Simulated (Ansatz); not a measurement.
Reaction (cleavage of the B–B bond): `BBCC` + CH₃SH → `CCBSC` + BH₃

Calculated with Ansatz (gas phase, PBE0-D4/def2-TZVP geometries, no zero-point term in ΔE). CCSD(T)/CBS is the MP2 limit (def2-TZVPP, def2-QZVPP) plus CCSD(T) − MP2 in def2-TZVPP, frozen cores. This one scheme is used for every species. DFT in def2-TZVPP. One conformer a species, not always the lowest.

```csv
level,ΔE (kJ/mol)
r2SCAN-D4,-99.8
MP2/def2-QZVPP,-116.5
```

Problem. What does CCSD(T)/CBS give? (Estimate.)

Solution. The calculation gave: -106.2 kJ/mol. The listed levels differ from it by 6.4, -10.3 kJ/mol.

Largest T1 diagnostic among the species: 0.012.

The D4 term adds −7.0 kJ/mol with B3LYP and −3.9 kJ/mol with PBE0; it sums over pairs of atoms, weighted by their polarisabilities, and B3LYP, whose exchange is more repulsive, gets the larger term. In def2-TZVPP, CCSD(T) changes the Hartree–Fock value by −11.2 kJ/mol (the triples alone add −4.5 kJ/mol) and MP2 by −21.1 kJ/mol.

B3LYP here is the variant with VWN-RPA as its local correlation; programs differ in this.
